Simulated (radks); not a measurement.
Values are calculated unless marked as measured or tabulated.
Excited configurations of Sr II: one electron is placed in a higher orbital outside [Kr]. The ground configuration is [Kr] 5s1. Code: a radial shooting solver on a logarithmic mesh with Libxc functionals. Model: Dirac Kohn-Sham, PBE, spin-unpolarised, spherical densities, point nucleus; open shells fill j = l - 1/2 first. Excitation = E - E(ground); binding = E(ion) - E, where the ion is the core of charge +2; n* = 2/sqrt(2 binding) in atomic units, and the quantum defect is n - n*.

| outer orbital | excitation (eV) | binding (eV) | quantum defect | eigenvalue (eV) |
|---|---|---|---|---|
| 4d3/2 | 1.731 | 9.274 | 1.578 | -5.585 |
| 4f5/2 | 7.496 | 3.509 | 0.062 | -2.488 |
| 5p1/2 | 2.863 | 8.142 | 2.415 | -6.094 |
| 6s1/2 | 5.619 | 5.386 | 2.821 | -4.259 |
| 6p1/2 | 6.619 | 4.386 | 2.477 | -3.430 |
| 7s1/2 | 7.806 | 3.199 | 2.875 | -2.576 |
| 7p1/2 | 8.271 | 2.735 | 2.539 | -2.191 |
| 7d3/2 | 9.031 | 1.974 | 1.749 | -1.575 |
| 7f5/2 | 9.740 | 1.265 | 0.442 | -1.015 |

The Delta-SCF ionisation energy is 11.005 eV (NIST Atomic Spectra Database: 11.030 eV, measured). Self-interaction in the functional shifts the binding energies and quantum defects, so they are the method's values and not measured ones. Spin polarisation and multiplet splitting are left out, so open shells lie too high by an amount that depends on their filling.

Beside tabulated values, note that spin-unpolarised runs miss the spin-polarisation part of the exchange energy of open shells.
